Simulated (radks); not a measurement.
Values are calculated unless marked as measured or tabulated.
Charge is removed step by step from the 3d level of Br, starting from [Ar] 3d10 4s2 4p5. Level of theory: scalar-relativistic Kohn-Sham, r2SCAN, spin-unpolarised, spherical densities, finite nucleus; meta-GGA in the generalised Kohn-Sham scheme; Fermi nuclear charge, rms radius 4.1629 fm (a radial shooting solver on a logarithmic mesh with Libxc functionals).

| removed (e) | E - E(0) (eV) | eigenvalue (eV) | E minus straight line (eV) |
|---|---|---|---|
| 0 | 0.000 | -67.992 | 0.000 |
| 0.1 | 6.910 | -70.253 | -1.066 |
| 0.2 | 14.047 | -72.550 | -1.905 |
| 0.3 | 21.417 | -74.883 | -2.512 |
| 0.4 | 29.021 | -77.250 | -2.884 |
| 0.5 | 36.863 | -79.650 | -3.017 |
| 0.6 | 44.947 | -82.082 | -2.910 |
| 0.7 | 53.275 | -84.546 | -2.557 |
| 0.8 | 61.852 | -87.041 | -1.957 |
| 0.9 | 70.679 | -89.566 | -1.105 |
| 1 | 79.761 | -92.120 | 0.000 |

Removing the whole electron costs 79.761 eV by Delta-SCF, against 67.992 eV from minus the eigenvalue at the starting occupation. Slater's transition state (half an electron removed) gives 79.650 eV. Integrating minus the eigenvalue over the occupation (Janak's theorem) gives 79.785 eV. In this scalar-relativistic scheme the density is built from large components alone, so the theorem holds only approximately. The mean slope of the eigenvalue, de/dn, is 24.1 eV per electron.
